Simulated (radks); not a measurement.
Q: Dy2+, configuration [Xe] 4f9 6f1 (not the ground configuration). All-electron calculation, scalar-relativistic Kohn-Sham, PBE, spin-unpolarised, spherical densities, finite nucleus; Fermi nuclear charge, rms radius 5.2218 fm. Program: a radial shooting solver on a logarithmic mesh with Libxc functionals. Some entries of the table are withheld. Estimate them.

| orbital | occ. | eigenvalue (eV) | <1/r> (bohr^-1) | r(max) (bohr) |
|---|---|---|---|---|
| 1s | 2 | -53679.32 | 74.55 | 0.01338 |
| 2s | 2 | -8963.555 | 17.33 | 0.07604 |
| 2p | 6 | -7957.284 | 16.09 | 0.06169 |
| 3s | 2 | -2018.446 | 6.376 | 0.2154 |
| 3p | 6 | -1709.449 | 5.976 | 0.2117 |
| 3d | 10 | -1311.888 | 5.668 | 0.1730 |
| 4s | 2 | -422.7362 | 2.691 | 0.4939 |
| 4p | 6 | -320.8802 | (1) | 0.5157 |
| 4d | 10 | -182.0795 | 2.179 | 0.5339 |
| 5s | 2 | -74.7462 | 1.040 | 1.147 |
| 5p | 6 | -50.0997 | 0.8809 | 1.299 |
| 4f | 9 | -31.1379 | 1.621 | 0.5343 |
| 6f | 1 | -4.3794 | (2) | 10.46 |

A: 
(1) 4p <1/r> (bohr^-1): 2.469
(2) 6f <1/r> (bohr^-1): 0.1395
